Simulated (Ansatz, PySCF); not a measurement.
This PySCF input computes a SVWN5/def2-TZVPD energy:

```python
from pyscf import gto, scf, dft

mol = gto.M(
    atom='''
    Si    1.21873828    0.26545696   -0.20580658
    F     1.47542231    0.25931362    1.37372574
    O    -0.28933585   -0.24516195   -0.51316156
    Si   -1.91628694   -0.22924850   -0.25716289
    H     2.16949256   -0.67445962   -0.81973594
    H     1.39081143    1.65319610   -0.67002582
    H    -2.54739629   -1.01258399   -1.35161950
    H    -2.21134050   -0.84559772    1.06471462
    ''',
    basis='def2-tzvpd',
    charge=0,
    spin=1,
    verbose=4,
)

mf = dft.UKS(mol, xc='svwn').density_fit(auxbasis='def2-universal-jkfit')
mf.grids.level = 3
mf.conv_tol = 1e-9
mf.max_cycle = 100
mf.max_memory = 1500
mf.kernel()
if not mf.converged:
    mf = mf.newton()
    mf.kernel(mf.make_rdm1())
for _ in range(2):
    mo, _, stable, _ = mf.stability(return_status=True)
    if stable:
        break
    mf.kernel(mf.make_rdm1(mo, mf.mo_occ))
mf.analyze()
```

**Question.** Write an input for the same energy in Ansatz (a quantum-chemistry and plane-wave program) and say what it gives.

**Answer.** 
Ansatz 0.2 input:
```yaml
crystal:
  periodic: [false, false, false]
  atoms:
    - {symbol: Si, position_ang: [1.21873828, 0.26545696, -0.20580658]}
    - {symbol: F, position_ang: [1.47542231, 0.25931362, 1.37372574]}
    - {symbol: O, position_ang: [-0.28933585, -0.24516195, -0.51316156]}
    - {symbol: Si, position_ang: [-1.91628694, -0.22924850, -0.25716289]}
    - {symbol: H, position_ang: [2.16949256, -0.67445962, -0.81973594]}
    - {symbol: H, position_ang: [1.39081143, 1.65319610, -0.67002582]}
    - {symbol: H, position_ang: [-2.54739629, -1.01258399, -1.35161950]}
    - {symbol: H, position_ang: [-2.21134050, -0.84559772, 1.06471462]}
basis:
  gaussian:
    orbitals: def2-TZVPD
hamiltonian:
  xc: {name: SVWN5}
magnetization: {spin_polarized: true, initial_magnetization: 1}
output: {forces: true}
```
It gives -753.14550 Eh, and PySCF -753.14559 Eh, a difference of 0.09 mEh, from the treatment of integrals and grids.

It need not be the lowest isomer of its formula.
